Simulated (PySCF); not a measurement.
# How methods differ on the interval between two levels of Kr²⁺

Kr²⁺ [Ar] 3d10 4s2 4p4 [3P2, M_J = 2] → Kr²⁺ [Ar] 3d10 4s1 4p4 5s1 [5P3, M_J = 3], as a difference of total energies. All numbers are calculated (PySCF 2.14, the two-component X2C-1e Hamiltonian, in x2c-TZVPall-2c with one added diffuse shell each of s, p, d type (7s8p5d1f, 63 functions)). Correlated levels: [Ne] frozen. "Screened" scales the spin-orbit matrix elements by Boettger's factors to mimic the two-electron term; Breit and QED terms are absent.

```
                    method  interval between two levels (cm⁻¹)
           GHF (spin-free)                              261400
          GMP2 (spin-free)                              262150
 GHF (screened spin-orbit)                              261630
GMP2 (screened spin-orbit)                              262450
```

The labels give the starting determinants; with spin-orbit coupling the two ends relaxed to ⟨J²⟩ = 6.02, ⟨L²⟩ = 2.15, ⟨S²⟩ = 1.94 and ⟨J²⟩ = 12.02, ⟨L²⟩ = 2.05, ⟨S²⟩ = 5.99.

The promoted electron is Rydberg-like, and one or two diffuse shells describe it only roughly, which tends to raise the upper state.
